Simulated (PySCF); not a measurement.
**Niobium: a sound run and one with changed settings**

Sound run: Nb⁺ [Kr] 4d4, Nb²⁺ [Kr] 4d3. All numbers are calculated (PySCF 2.14, scalar relativity by spin-free X2C-1e, in x2c-SVPall (6s5p5d1f, 53 functions)). In the sound run the correlated levels freeze [Kr]. The sound run starts from symmetry-adapted Hartree-Fock orbitals and uses a fine grid where one is needed.

Changed run: the non-relativistic Hamiltonian (point nucleus). This setting is unsound on purpose.

| species | method | sound run (hartree) | changed run (hartree) | converged |
| --- | --- | --- | --- | --- |
| Nb⁺ | UHF | -3816.66672 | -3713.52039 | yes |
| Nb⁺ | TPSS | -3818.58968 | -3715.45459 | yes |
| Nb⁺ | MP2 | -3816.69432 | -3713.54765 | yes |
| Nb²⁺ | UHF | -3816.18599 | -3713.02937 | yes |
| Nb²⁺ | TPSS | -3818.06494 | -3714.91964 | yes |
| Nb²⁺ | MP2 | -3816.19757 | -3713.04078 | yes |

Ionisation energy of Nb⁺:

```tsv
method	sound run (eV)	changed run (eV)
UHF	13.081	13.362
TPSS	14.279	14.557
MP2	13.517	13.792
SCS-MP2	13.227	13.505
```

Most of the change in total energy is the relativistic energy itself. On top of that the contraction fixes the core shape for the Hamiltonian it was made with, so the changed run is not a good calculation with the other Hamiltonian either.

For comparison, NIST gives 14.32 eV between the lowest levels.
